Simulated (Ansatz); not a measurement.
Gas-phase electronic energies from Ansatz, PBE0-D4/def2-TZVP geometries. CCSD(T)/CBS is the MP2 limit (def2-TZVPP, def2-QZVPP) plus CCSD(T) − MP2 in def2-TZVPP, frozen cores. This one scheme is used for every species. Functionals use def2-TZVPP. B3LYP here is the variant with VWN-RPA as its local correlation; programs differ in this. One conformer a species, not always the lowest.

Consider the formal loss of a carbene: `FCN[SiH2][SiH3]` → `[CH]F` + `N[SiH2][SiH3]`.

```json
{"level": "PBE-D4", "ΔE (kJ/mol)": "389.3", "difference from CCSD(T)/CBS": "21.6"}
{"level": "r2SCAN-D4", "ΔE (kJ/mol)": "392.4", "difference from CCSD(T)/CBS": "24.7"}
{"level": "PBE0-D4", "ΔE (kJ/mol)": "395.1", "difference from CCSD(T)/CBS": "27.4"}
{"level": "B3LYP-D4", "ΔE (kJ/mol)": "372.3", "difference from CCSD(T)/CBS": "4.6"}
{"level": "ωB97M-V", "ΔE (kJ/mol)": "368.2", "difference from CCSD(T)/CBS": "0.5"}
{"level": "B2PLYP", "ΔE (kJ/mol)": "368.8", "difference from CCSD(T)/CBS": "1.1"}
{"level": "PBE", "ΔE (kJ/mol)": "381.4", "difference from CCSD(T)/CBS": "13.7"}
{"level": "r2SCAN", "ΔE (kJ/mol)": "390.1", "difference from CCSD(T)/CBS": "22.4"}
{"level": "PBE0", "ΔE (kJ/mol)": "388.3", "difference from CCSD(T)/CBS": "20.6"}
{"level": "B3LYP", "ΔE (kJ/mol)": "360.0", "difference from CCSD(T)/CBS": "-7.7"}
{"level": "CCSD/def2-TZVPP", "ΔE (kJ/mol)": "360.4", "difference from CCSD(T)/CBS": "-7.3"}
{"level": "HF/def2-QZVPP", "ΔE (kJ/mol)": "323.4", "difference from CCSD(T)/CBS": "-44.3"}
{"level": "MP2/def2-QZVPP", "ΔE (kJ/mol)": "392.3", "difference from CCSD(T)/CBS": "24.6"}
{"level": "SCS-MP2/def2-QZVPP", "ΔE (kJ/mol)": "374.5", "difference from CCSD(T)/CBS": "6.8"}
{"level": "HF/CBS(def2)", "ΔE (kJ/mol)": "323.3", "difference from CCSD(T)/CBS": "-44.4"}
{"level": "MP2/CBS(def2)", "ΔE (kJ/mol)": "394.2", "difference from CCSD(T)/CBS": "26.5"}
{"level": "CCSD(T)/CBS", "ΔE (kJ/mol)": "367.7", "difference from CCSD(T)/CBS": "0"}
```

Largest T1 diagnostic among the species: 0.018.

In def2-TZVPP, CCSD(T) changes the Hartree–Fock value by +39.7 kJ/mol (the triples alone add +3.6 kJ/mol) and MP2 by +66.2 kJ/mol. The D4 term adds +12.3 kJ/mol with B3LYP and +6.9 kJ/mol with PBE0; it sums over pairs of atoms, weighted by their polarisabilities, and B3LYP, whose exchange is more repulsive, gets the larger term. From PBE to PBE0 (25 % exact exchange), in def2-TZVPP and without D4, ΔE moves by +6.9 kJ/mol.
